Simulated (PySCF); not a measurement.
# Radial density of Te (tellurium, neutral)

UHF, [Kr] 4d10 5s2 5p4, high-spin 3P determinant. Calculation: PySCF 2.14, in def2-TZVP with the def2 core potential (28 electrons); scalar relativity through the core potential. This is the valence pseudo-density: the core potential removes the inner electrons and smooths the orbitals near the nucleus.

| r (bohr) | 4πr²ρ (e/bohr) | 4πr²(ρα − ρβ) |
| --- | --- | --- |
| 0.00203 | 2.118e-05 | 0.0000 |
| 0.00342 | 5.849e-05 | 0.0000 |
| 0.00575 | 0.0001551 | 0.0000 |
| 0.00967 | 0.0003736 | 0.0000 |
| 0.0163 | 0.0007676 | 0.0000 |
| 0.0273 | 0.001353 | 0.0000 |
| 0.0460 | 0.001887 | 0.0000 |
| 0.0774 | 0.003216 | 0.0000 |
| 0.130 | 0.01817 | 0.0001 |
| 0.219 | 0.2269 | 0.0009 |
| 0.368 | 3.599 | 0.0229 |
| 0.619 | 22.90 | 0.1418 |
| 1.04 | 16.20 | -0.0180 |
| 1.75 | 4.285 | 0.8186 |
| 2.95 | 1.801 | 0.6810 |
| 4.96 | 0.1746 | 0.0637 |
| 8.34 | 0.001446 | 0.0004 |

Energies and moments cover only the electrons outside the core potential.

Where is the radial spin density 4πr²(ρα − ρβ) most negative, and why is it negative at all?

Around r = 1.04 bohr, down to -0.0180 e/bohr: exchange with the open shell polarises the paired shells in an unrestricted calculation.
